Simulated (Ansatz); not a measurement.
`C[Se][SiH](Cl)Cl`. Total charge 0; spin multiplicity 1.

| atom | x (Å) | y (Å) | z (Å) |
| --- | --- | --- | --- |
| C1 | -0.469 | -1.101 | -1.126 |
| Se2 | -1.310 | -0.401 | 0.500 |
| Si3 | 0.325 | 1.054 | 0.992 |
| Cl4 | 2.136 | 0.119 | 1.202 |
| Cl5 | -0.190 | 1.969 | 2.740 |
| H6 | 0.474 | -1.583 | -0.878 |
| H7 | -1.165 | -1.835 | -1.528 |
| H8 | -0.320 | -0.305 | -1.852 |
| H9 | 0.521 | 2.083 | -0.050 |

Q: What are the harmonic wavenumbers in cm⁻¹ at PBE0-D4/def2-TZVP (Ansatz, finite differences of forces, unscaled)? (Best estimate.)

A: Computed: 47, 96, 109, 145, 181, 219, 410, 542, 587, 606, 760, 801, 921, 929, 1308, 1462, 1469, 2261, 3081, 3183, 3189.

Q: Is this a minimum?

A: Yes, all 21 modes are real.

Q: Give the ideal-gas thermochemistry at 298.15 K and 1 bar (rigid rotor, harmonic oscillator; point group C1, symmetry number 1).

A: Zero-point energy 133.4 kJ/mol; H(298) − E = 156.9 kJ/mol; entropy 390.5 J/(mol·K), of which translation 174.6, rotation 124.1, vibration 91.8; G(298) − E = 40.5 kJ/mol. Modes under 100 cm⁻¹ are hindered rotations or soft bends, so the harmonic entropy is rough.
